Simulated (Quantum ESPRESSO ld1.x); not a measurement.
Input file for ld1.x (Quantum ESPRESSO 7.5):

```
 &input
    zed=69.0,
    iswitch=1,
    rel=1,
    dft='RXC-VWN',
    config='[Xe] 4f13',
    verbosity='high',
    prefix='ld1',
    max_out_wfc=37,
    file_charge='ld1.rho',
 /
```

Command: `OMP_NUM_THREADS=1 ld1.x < ld1.in > ld1.out`

It prints:

```
     Program LD1 v.7.5 starts

     --------------------------- All-electron run ----------------------------

     scalar relativistic calculation

     atomic number is 69.00
     dft =RXC-VWN   lsd =0 sic =0 latt =0  beta=0.20 tr2=1.0E-14
     Exchange-correlation= RXC-VWN
                           (   3   2   0   0   0   0   0)
     mesh =2105 r(mesh) =  99.27497 a.u. xmin = -8.00 dx = 0.00800
     1 Ry =  13.60569312 eV, c = 137.03599908

     n l     nl                  e(Ry)          e(Ha)          e(eV)
     1 0     1S 1( 2.00)   -4330.209697842   -2165.104848921 -58915.5043070
     2 0     2S 1( 2.00)    -732.358777268    -366.179388634  -9964.2487794
     2 1     2P 1( 6.00)    -647.783477634    -323.891738817  -8813.5432068
     3 0     3S 1( 2.00)    -165.454393693     -82.727196847  -2251.1217064
     3 1     3P 1( 6.00)    -139.772302875     -69.886151438  -1901.6990600
     4 0     4S 1( 2.00)     -33.386468402     -16.693234201   -454.2460435
     4 1     4P 1( 6.00)     -24.925541227     -12.462770614   -339.1292649
     3 2     3D 1(10.00)    -107.908372032     -53.954186016  -1468.1681953
     5 0     5S 1( 2.00)      -4.998500160      -2.499250080    -68.0080593
     5 1     5P 1( 6.00)      -3.059747888      -1.529873944    -41.6299908
     4 2     4D 1(10.00)     -13.652856962      -6.826428481   -185.7565821
     4 3     4F 1(13.00)      -1.323048537      -0.661524269    -18.0009924

     final scf error:  5.1E-15 reached in  29 iterations

     Etot =  -27068.273812 Ry,  -13534.136906 Ha, -368282.626860 eV

     Ekin =   29325.217367 Ry,   14662.608683 Ha,  398989.908257 eV
     Encl =  -66439.397318 Ry,  -33219.698659 Ha, -903954.051183 eV
     Eh   =   10550.675855 Ry,    5275.337927 Ha,  143549.257919 eV
     Exc  =    -504.769716 Ry,    -252.384858 Ha,   -6867.741854 eV

     normalization and overlap integrals

     s(1S/1S) =  1.000000  <r> =   0.0201  <r2> =    0.0006  r(max) =   0.0126
     s(1S/2S) = -0.027055
     s(1S/3S) = -0.011802
     s(1S/4S) = -0.005722
     s(1S/5S) = -0.002277
     s(2S/2S) =  1.000000  <r> =   0.0852  <r2> =    0.0086  r(max) =   0.0724
     s(2S/3S) = -0.007477
     s(2S/4S) = -0.003463
     s(2S/5S) = -0.001366
     s(2P/2P) =  1.000000  <r> =   0.0756  <r2> =    0.0070  r(max) =   0.0588
     s(2P/3P) = -0.005976
     s(2P/4P) = -0.002612
     s(2P/5P) = -0.000901
     s(3S/3S) =  1.000000  <r> =   0.2217  <r2> =    0.0562  r(max) =   0.2047
     s(3S/4S) = -0.002475
     s(3S/5S) = -0.000946
     s(3P/3P) =  1.000000  <r> =   0.2208  <r2> =    0.0565  r(max) =   0.1999
     s(3P/4P) = -0.002100
     s(3P/5P) = -0.000704
     s(4S/4S) =  1.000000  <r> =   0.4992  <r2> =    0.2815  r(max) =   0.4667
     s(4S/5S) = -0.000648
     s(4P/4P) =  1.000000  <r> =   0.5296  <r2> =    0.3194  r(max) =   0.4857
     s(4P/5P) = -0.000487
     s(3D/3D) =  1.000000  <r> =   0.2001  <r2> =    0.0470  r(max) =   0.1636
     s(3D/4D) = -0.001513
     s(5S/5S) =  1.000000  <r> =   1.2316  <r2> =    1.7099  r(max) =   1.0897
     s(5P/5P) =  1.000000  <r> =   1.4650  <r2> =    2.4440  r(max) =   1.2585
     s(4D/4D) =  1.000000  <r> =   0.5725  <r2> =    0.3808  r(max) =   0.5015
     s(4F/4F) =  1.000000  <r> =   0.7973  <r2> =    0.8678  r(max) =   0.4936

     ------------------------ End of All-electron run ------------------------
```

Run on one thread of a shared host, so times are rough (Intel(R) Xeon(R) Processor @ 2.60GHz): 0.67 s of CPU time, 0.79 s wall, 29 iterations on 2105 mesh points.
